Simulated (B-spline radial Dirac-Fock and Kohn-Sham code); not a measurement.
# Au 5s: cross section and angular parameters

System: the Au atom, configuration [Xe] 4f14 5d10 6s1; threshold 107.2 eV (tabulated edge). These are calculated numbers from an atomic code on a B-spline grid; the model is Dirac-Hartree-Slater photoionisation with a Latter tail; cross sections with all multipoles, angular parameters from the dipole term and its interference with E2.

For linearly polarised light dσ/dΩ = σ/(4π) [1 + β P₂(cos θ) + (δ + γ cos²θ) sin θ cos φ], with θ from the polarisation vector and φ the angle between the beam and the projection of the electron momentum on the plane normal to the polarisation.

```tsv
hν (eV)	σ (kb)	β	γ
150	56.9	0.741	-0.180
160	58.0	0.902	-0.128
193	58.8	1.240	0.021
292	48.4	1.588	0.261
400	36.8	1.706	0.378
561	25.2	1.778	0.455
579	24.2	1.783	0.460
693	19.4	1.808	0.483
730	18.1	1.815	0.487
800	16.0	1.825	0.492
873	14.2	1.834	0.494
1253.6	8.41	1.864	0.471
1320	7.78	1.867	0.464
1390	?	?	?
1400	7.11	1.871	0.454
1560	6.03	1.878	0.433
2600	2.65	1.903	0.273
2930	2.17	1.907	0.224
2984.4	2.10	1.908	0.216
3630	1.50	1.914	0.129
5590	0.697	1.925	-0.059
6000	0.612	1.927	-0.085
9200	0.274	1.934	-0.172
9920	0.236	1.935	-0.170
12500	0.150	1.938	-0.120
13600	0.127	1.938	-0.083
15000	0.104	1.939	-0.027
```

Question: Give the values at 1390 eV.

Answer: σ = 7.19 kb, β = 1.871, γ = 0.455. For an s subshell δ is negligible.
